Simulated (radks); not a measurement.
Valence configurations of the bismuth ion Bi+. All-electron calculation, Dirac Kohn-Sham, PBE, spin-unpolarised, spherical densities, finite nucleus; open shells fill j = l - 1/2 first; Fermi nuclear charge, rms radius 5.5211 fm. Program: a radial shooting solver on a logarithmic mesh with Libxc functionals. Energies are relative to [Hg] 6p2; eigenvalues in eV.

valence	E (eV)	e(4f5/2)	e(4f7/2)	e(5d3/2)	e(5d5/2)	e(6p1/2)
[Hg] 6p2	0.000	-162.20	-156.71	-35.884	-32.888	-12.544
[Xe] 4f14 5d10 6s1 6p3	11.193	-164.26	-158.77	-37.800	-34.779	-13.575
[Xe] 4f14 5d10 6s0.5 6p3.5	16.927	-165.25	-159.76	-38.719	-35.686	-14.062
[Xe] 4f14 5d9 6s2 6p3	24.274	-168.74	-163.25	-40.838	-37.705	-14.326
[Xe] 4f14 5d8 6s2 6p4	51.937	-175.30	-169.80	-45.682	-42.414	-16.010
[Xe] 4f14 5d7 6s2 6p5	82.971	-181.89	-176.39	-50.441	-47.037	-17.621
[Xe] 4f13 5d10 6s2 6p3	155.82	-182.81	-177.17	-42.894	-39.572	-14.454
[Xe] 4f13 5d9 6s2 6p4	185.33	-189.51	-183.86	-47.879	-44.421	-16.165
[Xe] 4f12 5d10 6s2 6p4	330.92	-204.03	-198.23	-50.071	-46.422	-16.310

NIST lists [Hg] 6p2 as the ground configuration; this level of theory agrees among the configurations tried. The energies are those of spherical spin-averaged densities, not of single terms.
